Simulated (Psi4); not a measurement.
F2Sn, quintet, geometry from GFN2-xTB of the parent state (such geometries of metal compounds can be far from the true shape) (a higher spin typed on purpose: for a closed-shell molecule this is an excited state) (core potentials on Sn); Psi4 with TPSS/def2-SV(P).

Here is a job for Psi4.
```
memory 2 GB

molecule mol {
0 5
  Sn    0.014498   -0.007772    0.343403
  F     0.740680    1.442002   -0.954720
  F    -0.821226   -1.398822   -0.953076
}

set basis def2-sv(p)
set reference uks

energy('tpss')
print_variables()
```

What the program printed (banner, timings and long lists left out):

```
   => Loading Basis Set <=

    Name: DEF2-SV(P)
    Role: ORBITAL
    Keyword: BASIS

    !!!  WARNING: ECP capability is in beta. Please check occupations closely.  !!!

         ---------------------------------------------------------
                                   SCF
               by Justin Turney, Rob Parrish, Andy Simmonett
                          and Daniel G. A. Smith
                              UKS Reference
         ---------------------------------------------------------

  ==> Geometry <==

    Molecular point group: cs
    Full point group: Cs

    Geometry (in Angstrom), charge = 0, multiplicity = 5:

       Center              X                  Y                   Z               Mass
    ------------   -----------------  -----------------  -----------------  -----------------
         SN          -0.000158831808    -0.312540362602     0.000000000000   119.902201630000
         F           -1.620442294439     0.987071030105     0.000000000000    18.998403162730
         F            1.621444709392     0.985425145139     0.000000000000    18.998403162730

  Running in cs symmetry.

  Rotational constants: A =      0.34636  B =      0.16885  C =      0.11351 [cm^-1]
  Rotational constants: A =  10383.53904  B =   5062.14099  C =   3403.08348 [MHz]
  Nuclear repulsion =  114.109986592758929

  Charge       = 0
  Multiplicity = 5
  Electrons    = 40
  Nalpha       = 22
  Nbeta        = 18

  ==> Algorithm <==

  SCF Algorithm Type is DF.
  DIIS enabled.
  MOM disabled.
  Fractional occupation disabled.
  Guess Type is SAD.
  Energy threshold   = 1.00e-06
  Density threshold  = 1.00e-06
  Integral threshold = 1.00e-12

  ==> Primary Basis <==

  Basis Set: DEF2-SV(P)
    Blend: DEF2-SV(P)
    Number of shells: 22
    Number of basis functions: 54
    Number of Cartesian functions: 58
    Spherical Harmonics?: true
    Max angular momentum: 2

  Core potential: DEF2-SV(P)
    Number of shells: 4
    Number of ECP primitives: 18
    Number of ECP core electrons: 28
    Max angular momentum: 3

  ==> DFT Potential <==

   => LibXC <=

    Version 7.1.2
    S. Lehtola, C. Steigemann, M. J. T. Oliveira, and M. A. L. Marques,  SoftwareX 7, 1–5 (2018) (10.1016/j.softx.2017.11.002)

   => Composite Functional: TPSS <=

    TPSS Meta-GGA XC Functional

    J. Tao, et al., Phys. Rev. Lett., 91, 146401, 2003

    Deriv               =              1
    GGA                 =           TRUE
    Meta                =           TRUE

    Exchange Hybrid     =          FALSE
    MP2 Hybrid          =          FALSE

   => Exchange Functionals <=

    1.0000   XC_MGGA_X_TPSS

   => Correlation Functionals <=

    1.0000   XC_MGGA_C_TPSS

   => LibXC Density Thresholds  <==

    XC_MGGA_C_TPSS:  1.00E-15
    XC_MGGA_X_TPSS:  1.00E-15

   => Molecular Quadrature <=

    Radial Scheme          =       TREUTLER
    Pruning Scheme         =           NONE
    Nuclear Scheme         =       TREUTLER

    Blocking Scheme        =         OCTREE
    BS radius alpha        =              1
    Pruning alpha          =              1
    Radial Points          =             75
    Spherical Points       =            302
    Total Points           =          64977
    Total Blocks           =            559
    Max Points             =            256
    Max Functions          =             53
    Weights Tolerance      =       1.00E-15

   => Loading Basis Set <=

    Name: (DEF2-SV(P) AUX)
    Role: JKFIT
    Keyword: DF_BASIS_SCF

  ==> Integral Setup <==

  SCF_SUBTYPE=INCORE selected. In-core MEM_DF algorithm will be used.
  Using in-core AOs.

  ==> MemDFJK: Density-Fitted J/K Matrices <==

    J tasked:                   Yes
    K tasked:                    No
    wK tasked:                   No
    Algorithm:                 Core
    Schwarz Cutoff:           1E-12
    Mask sparsity (%):       1.5775
    Fitting Condition:        1E-10

   => Auxiliary Basis Set <=

  Basis Set: (DEF2-SV(P) AUX)
[...]
   @DF-UKS iter   5:  -413.41783134121465   -1.90917e-01   5.54171e-03 ADIIS/DIIS
   @DF-UKS iter   6:  -413.44319916359001   -2.53678e-02   1.42708e-03 ADIIS/DIIS
   @DF-UKS iter   7:  -413.44316221070892    3.69529e-05   1.47957e-03 ADIIS/DIIS
   @DF-UKS iter   8:  -413.42873387251706    1.44283e-02   4.27881e-03 ADIIS/DIIS
   @DF-UKS iter   9:  -413.44011321421823   -1.13793e-02   2.36089e-03 ADIIS/DIIS
   @DF-UKS iter  10:  -413.44367522187099   -3.56201e-03   1.23463e-03 ADIIS/DIIS
   @DF-UKS iter  11:  -413.44503074027989   -1.35552e-03   4.16887e-05 DIIS
   @DF-UKS iter  12:  -413.44487506027264    1.55680e-04   4.30071e-04 ADIIS/DIIS
   @DF-UKS iter  13:  -413.44499395444126   -1.18894e-04   2.22132e-04 ADIIS/DIIS
   @DF-UKS iter  14:  -413.44503542443772   -4.14700e-05   5.08342e-05 DIIS
   @DF-UKS iter  15:  -413.44503735452236   -1.93008e-06   1.88938e-05 DIIS
   @DF-UKS iter  16:  -413.44503679435468    5.60168e-07   3.22249e-05 DIIS
   @DF-UKS iter  17:  -413.44503726211462   -4.67760e-07   2.30708e-05 DIIS
   @DF-UKS iter  18:  -413.44503774295771   -4.80843e-07   1.95834e-06 DIIS
   @DF-UKS iter  19:  -413.44503774631880   -3.36109e-09   1.28660e-06 DIIS
   @DF-UKS iter  20:  -413.44503774710370   -7.84894e-10   8.35266e-07 DIIS
  Energy and wave function converged.

  ==> Post-Iterations <==

   Electrons on quadrature grid:
      Nalpha   =   21.9999499385 ; deviation = -5.006e-05
      Nbeta    =   17.9999660989 ; deviation = -3.390e-05
      Ntotal   =   39.9999160374 ; deviation = -8.396e-05

   @Spin Contamination Metric:   3.632800210E-03
   @S^2 Expected:                6.000000000E+00
   @S^2 Observed:                6.003632800E+00
   @S   Expected:                2.000000000E+00
   @S   Observed:                2.000000000E+00

    Orbital Energies [Eh]
    ---------------------

    Alpha Occupied:

[...]
      16Ap    -0.096850

    Alpha Virtual:

[...]
    Beta Occupied:

[...]
    Beta Virtual:

[...]
    Final Occupation by Irrep:
             Ap   App
    DOCC [    13,    5 ]
    SOCC [     3,    1 ]
    NA   [    16,    6 ]
    NB   [    13,    5 ]

  @DF-UKS Final Energy:  -413.44503774710370

   => Energetics <=

    Nuclear Repulsion Energy =            114.1099865927589292
    One-Electron Energy =                -881.5223520439554932
    Two-Electron Energy =                 392.7618613888705568
    DFT Exchange-Correlation Energy =     -38.7945336847776900
    Empirical Dispersion Energy =           0.0000000000000000
    VV10 Nonlocal Energy =                  0.0000000000000000
    Total Energy =                       -413.4450377471036973

  UHF NO Occupations:
  HONO-2 :    6App 1.0000000
  HONO-1 :   15 Ap 1.0000000
  HONO-0 :   16 Ap 1.0000000
  LUNO+0 :   17 Ap 0.0005034
  LUNO+1 :   18 Ap 0.0003721
  LUNO+2 :   19 Ap 0.0002240
  LUNO+3 :    7App 0.0001579

Computation Completed

Properties will be evaluated at   0.000000,   0.000000,   0.000000 [a0]

Properties computed using the SCF density matrix

 Multipole Moments:

 ------------------------------------------------------------------------------------
     Multipole            Electronic (a.u.)      Nuclear  (a.u.)        Total (a.u.)
 ------------------------------------------------------------------------------------

 L = 1.  Multiply by 2.5417464519 to convert [e a0] to [Debye]
 Dipole X            :         -0.0106047            0.0104453           -0.0001593
 Dipole Y            :        -21.0264551           20.5537528           -0.4727022
 Dipole Z            :          0.0000000            0.0000000            0.0000000
 Magnitude           :                                                    0.4727023

 ------------------------------------------------------------------------------------

  Variable Map:
  ----------------------------------------------------------------------------
[...]
  Array Variable Map:
  ----------------------------------------------------------------------------
[...]
[...]
```
